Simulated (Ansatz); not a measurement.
The first iterations of a band of BFH3In (6 atoms, charge 0, multiplicity 1).

The calculation used RHF/def2-SVP (Ansatz).

```yaml
movable_images: 9
climbing_image: yes
spring: 5.0 eV/Å²
optimiser: quadratic models (default)
start_path: through a guess of the saddle point
force_threshold: 0.03 eV/Å
iteration_limit: 60
end_points: relaxed
```

Image 0:

```xyz
6
Properties=species:S:1:pos:R:3
B -0.931 0.285 -0.836
In 0.713 -0.045 0.730
F 1.502 -1.845 0.632
H -2.076 0.023 -0.599
H -0.675 0.718 -1.924
H 1.466 0.864 1.997
```

Image 10:

```xyz
6
Properties=species:S:1:pos:R:3
B -0.398 0.113 -0.363
In 1.612 -0.351 1.526
F 0.403 -1.156 -0.177
H -1.560 -0.096 -0.099
H -0.143 0.601 -1.440
H 0.086 0.889 0.552
```

| iteration | highest image above the first end (eV) | largest band force component (eV/Å) |
| --- | --- | --- |
| 1 | 8.693 | 31.631 |
| 2 | 4.020 | 6.908 |
| 3 | 3.372 | 4.001 |
| 4 | 2.533 | 2.124 |
| 5 | 1.865 | 2.764 |
| 6 | 1.124 | 3.048 |
| 7 | 1.017 | 2.159 |
| 8 | 1.060 | 2.673 |
| 9 | 0.994 | 2.403 |

Does the band converge within its limit, and where does its top end?

The run converged. It ended after 29 iterations with the highest image 1.041 eV above the first end. Beside the main top the profile has a ripple of under 15 meV (maxima at images 2, 6), which may be a very shallow well or noise. Neighbouring images differ by up to 2.1 eV, so the band resolves the path poorly. A vibrational analysis at the climbing image gives one clearly imaginary mode, 582i cm⁻¹: a first-order saddle point.

The run took 5 min on 1 thread of Arm Neoverse V1, with other jobs on the host, peak memory 0.14 GiB.
